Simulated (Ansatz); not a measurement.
Energy needed to pull apart CHFOSi, singlet, into free ground-state atoms, from the structure below (displaced at random from a GFN2-xTB minimum); no zero-point or spin–orbit terms; open-shell atoms are treated unrestricted, in their ground-state multiplicity.

```xyz
5
angstrom
O -1.1964 1.1682 -0.2821
Si -0.1248 0.0478 0.0362
C 1.3851 -0.7642 0.4542
F 1.4384 -2.0623 0.8771
H -1.4348 1.6173 -1.0679
```

Computed with Ansatz 0.2.0 (basis: def2-TZVPP); correlated methods freeze the cores.

```json
{"method": "PBE-D4", "atomization energy (kJ/mol)": "1746"}
{"method": "r2SCAN-D4", "atomization energy (kJ/mol)": "1653"}
{"method": "B97M-V", "atomization energy (kJ/mol)": "1651"}
{"method": "PBE0-D4", "atomization energy (kJ/mol)": "1619"}
{"method": "BHLYP-D4", "atomization energy (kJ/mol)": "?"}
{"method": "wB97M-V", "atomization energy (kJ/mol)": "1621"}
{"method": "HF", "atomization energy (kJ/mol)": "?"}
{"method": "MP2", "atomization energy (kJ/mol)": "1655"}
{"method": "CCSD", "atomization energy (kJ/mol)": "1501"}
{"method": "CCSD(T)", "atomization energy (kJ/mol)": "1577"}
```

(1) What does BHLYP-D4 give? (Judge from chemistry; the value comes from the calculation.)

(2) What does HF give? (Judge from chemistry; the value comes from the calculation.)

T1 diagnostic: at most 0.024. The restricted Hartree–Fock reference is unstable towards an unrestricted one here.

## Answers

(1) The calculation gives: 1465 kJ/mol, which is about 112 kJ/mol less than CCSD(T)/def2-TZVPP.

(2) Computed: 858 kJ/mol, which is about 719 kJ/mol less than CCSD(T)/def2-TZVPP.

In triple zeta the MP2 and coupled-cluster atomization energies are still short of their basis limit by a few kcal/mol a bond, whereas those of the functionals are nearly converged, so these differences are not deviations from converged CCSD(T).

For scale, one of the runs: CCSD(T)/def2-TZVPP forces, 149 basis functions, launched by `ansatz run in.yaml --threads 4 --pin off --events-out ev --progress --plain --max-ram 5222MiB`. Time: 120 s of wall clock on 4 CPU threads of an Arm Neoverse N1; the host was shared. Peak host memory: 1.8 GiB.
